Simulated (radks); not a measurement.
Radial electron density D(r) = 4 pi r^2 rho(r) of an atom or ion with 21 electrons. All-electron calculation, scalar-relativistic Kohn-Sham, SCAN, spin-polarised, spherical densities, finite nucleus; meta-GGA in the generalised Kohn-Sham scheme; Fermi nuclear charge, rms radius of each element as measured or else 0.836 A^(1/3) + 0.57 fm. Program: a radial shooting solver on a logarithmic mesh with Libxc functionals.

r (bohr)  D(r) (e/bohr)   spin D(r)
0.001319         0.9727  -0.0000508
0.001475          1.192  -0.0000622
0.00165           1.459  -0.0000761
0.001845          1.782  -0.0000930
0.002064          2.174   -0.000113
0.002309          2.646   -0.000138
0.002582          3.214   -0.000167
0.002888          3.894   -0.000203
0.003205          4.642   -0.000241
0.003585          5.593   -0.000290
0.004009          6.716   -0.000348
0.004485          8.033   -0.000416
0.005016          9.568   -0.000495
0.00561           11.34   -0.000585
0.006275          13.37   -0.000688
0.007019          15.67   -0.000804
0.007851          18.25   -0.000933
0.008781          21.09    -0.00107
0.009822          24.17    -0.00122
0.01099           27.46    -0.00138
0.01229           30.87    -0.00154
0.01374           34.31    -0.00169
0.01537           37.66    -0.00183
0.0172            40.78    -0.00194
0.01908           43.32    -0.00199
0.02134           45.52    -0.00198
0.02387           47.01    -0.00184
0.0267            47.68    -0.00150
0.02986           47.51   -0.000825
0.0334            46.54    0.000410
0.03736           44.97     0.00262
0.04179           43.12     0.00656
0.04674           41.39      0.0133
0.05228           40.27      0.0250
0.05848           40.19      0.0447
0.06541           41.42      0.0775
0.07316           44.00       0.131
0.08183           47.64       0.216
0.09153           51.67       0.347
0.1024            55.15       0.545
0.1136            56.99       0.808
0.1271            56.69        1.20
0.1421            53.65        1.72
0.159             48.13        2.40
0.1778            41.11        3.22
0.1989            34.09        4.19
0.2224            28.60        5.23
0.2488            25.69        6.25
0.2783            25.53        7.10
0.3113            27.28        7.64
0.3482            29.39        7.77
0.3894            30.19        7.39
0.4356            28.62        6.54
0.4872            24.61        5.34
0.5449            18.99        4.00
0.6095            13.03        2.71
0.6763            8.199        1.72
0.7564            4.364       0.945
0.8461            2.003       0.456
0.9464           0.7816       0.191
1.059            0.2555      0.0683
1.184           0.06882      0.0204
1.324           0.01499     0.00502
1.481          0.002585    0.000987

What is the nuclear charge?

Answer. Z = 38. The innermost maximum, from 1s, lies near gamma/Z bohr with gamma = sqrt(1 - (Z/c)^2) = 0.961, here 0.0253 bohr (found: 0.0276), and its height grows with Z. The density is that of the strontium ion Sr17+ in [Ar] 3d3; the configuration itself is not fixed sharply by these data, and Z only to a few units. D(r) has 3 maxima, at r = 0.0276, 0.118, 0.383 bohr, and minima at 0.0557, 0.265 bohr, inside which lie 2.04, 10.81 electrons.
